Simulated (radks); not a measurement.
Tc, 43 electrons, occupied as [Kr] 4d5 5s2.

Method: scalar-relativistic Kohn-Sham, BLYP, spin-polarised, spherical densities, finite nucleus; open shells are filled with parallel spins first (spin-orbit coupling, left out, can overturn this in heavy ions); Fermi nuclear charge, rms radius 4.4112 fm; computed with a radial shooting solver on a logarithmic mesh with Libxc functionals.

Energy parts (eV):
part                       energy
total                 -116633.724
kinetic                120435.939
electron-nucleus      -281085.243
Hartree                 47523.604
exchange-correlation    -3508.024

Orbitals (lengths in bohr, moments of r in powers of bohr; <r^-3> diverges for s and p1/2):
orbital,occ.,eigenvalue (eV),<r^-3>
1s up,1,-20871.15,-
1s down,1,-20871.15,-
2s up,1,-2977.389,-
2s down,1,-2976.777,-
2p up,3,-2664.984,2770
2p down,3,-2664.522,2771
3s up,1,-517.8208,-
3s down,1,-517.4900,-
3p up,3,-415.3345,468.3
3p down,3,-414.9622,468.0
3d up,5,-249.4315,62.68
3d down,5,-248.8615,62.66
4s up,1,-74.0693,-
4s down,1,-71.0846,-
4p up,3,-46.1181,69.72
4p down,3,-42.9558,70.87
4d up,5,-7.4631,4.896
4d down,0,-4.6053,4.528
5s up,1,-5.3008,-
5s down,1,-4.3413,-

The highest occupied level is 5s down at -4.341 eV. The configuration is held as typed, so some empty levels lie below it. The electron density at the nucleus is 1.023e+05 e/bohr^3 (large components only). The density falls to 0.001 e/bohr^3 at r = 4.76 bohr. For comparison, the ionisation energy in NIST's Atomic Spectra Database is 7.119 eV (measured). In exact Kohn-Sham theory the highest level is minus the ionisation energy, but local and semilocal functionals leave it too shallow, through self-interaction and a potential that decays too fast; potentials with the right tail come closer.
